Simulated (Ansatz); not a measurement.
All numbers were calculated with Ansatz.

C9H21ClSi (`CC(C)[Si](Cl)(C(C)C)C(C)C`) at its PBE0-D4/def2-TZVP geometry, where that method's forces vanish. Total charge 0; spin multiplicity 1.

| atom | x (Å) | y (Å) | z (Å) |
| --- | --- | --- | --- |
| C1 | 0.953 | -0.650 | -2.680 |
| C2 | 1.086 | -0.719 | -1.161 |
| C3 | 0.828 | -2.140 | -0.657 |
| Si4 | 0.036 | 0.535 | -0.212 |
| Cl5 | -0.089 | 2.279 | -1.353 |
| C6 | -1.732 | -0.049 | 0.082 |
| C7 | -2.475 | -0.357 | -1.215 |
| C8 | -2.519 | 0.944 | 0.934 |
| C9 | 0.850 | 1.059 | 1.408 |
| C10 | 0.846 | -0.051 | 2.459 |
| C11 | 2.255 | 1.618 | 1.207 |
| H12 | 1.193 | 0.342 | -3.065 |
| H13 | 1.629 | -1.371 | -3.153 |
| H14 | -0.061 | -0.892 | -3.008 |
| H15 | 2.122 | -0.456 | -0.909 |
| H16 | -0.184 | -2.472 | -0.908 |
| H17 | 1.523 | -2.845 | -1.123 |
| H18 | 0.943 | -2.234 | 0.425 |
| H19 | -1.632 | -0.985 | 0.649 |
| H20 | -1.985 | -1.138 | -1.800 |
| H21 | -2.548 | 0.532 | -1.847 |
| H22 | -3.495 | -0.695 | -1.003 |
| H23 | -2.601 | 1.912 | 0.433 |
| H24 | -2.057 | 1.113 | 1.910 |
| H25 | -3.536 | 0.578 | 1.110 |
| H26 | 0.214 | 1.876 | 1.773 |
| H27 | -0.151 | -0.465 | 2.628 |
| H28 | 1.213 | 0.326 | 3.419 |
| H29 | 1.504 | -0.875 | 2.169 |
| H30 | 2.654 | 2.008 | 2.149 |
| H31 | 2.270 | 2.430 | 0.477 |
| H32 | 2.947 | 0.844 | 0.861 |

(1) For each bond, give half the difference of the two atoms' forces along it (eV/Å; positive pushes the atoms apart) under PBE-D4, r2SCAN-D4, B3LYP-D4, ωB97M-V in def2-TZVPP. (An estimate is asked.)

## Answers

(1) The calculation gave: 
| bond | length (Å) | PBE-D4 | r2SCAN-D4 | B3LYP-D4 | ωB97M-V |
| --- | --- | --- | --- | --- | --- |
| C1–C2 | 1.526 | 0.01 | 0.12 | 0.19 | 0.18 |
| C1–H12 | 1.091 | 0.10 | -0.04 | -0.09 | -0.07 |
| C1–H13 | 1.095 | 0.11 | -0.04 | -0.07 | -0.08 |
| C1–H14 | 1.093 | 0.11 | -0.03 | -0.07 | -0.06 |
| C2–Si4 | 1.891 | -0.02 | -0.05 | -0.06 | -0.11 |
| C2–H15 | 1.098 | 0.12 | -0.03 | -0.13 | -0.10 |
| C3–H16 | 1.094 | 0.11 | -0.03 | -0.07 | -0.06 |
| C3–H17 | 1.095 | 0.12 | -0.03 | -0.08 | -0.08 |
| C3–H18 | 1.093 | 0.09 | -0.04 | -0.08 | -0.06 |
| Si4–C6 | 1.885 | -0.01 | -0.05 | -0.05 | -0.10 |
| C6–C7 | 1.526 | 0.01 | 0.13 | 0.19 | 0.18 |
| C6–C8 | 1.527 | 0.01 | 0.12 | 0.19 | 0.18 |
| C10–H27 | 1.093 | 0.09 | -0.03 | -0.08 | -0.06 |
| C11–H32 | 1.094 | 0.11 | -0.03 | -0.07 | -0.06 |

B3LYP here is the variant with VWN-RPA as its local correlation; programs differ in this.
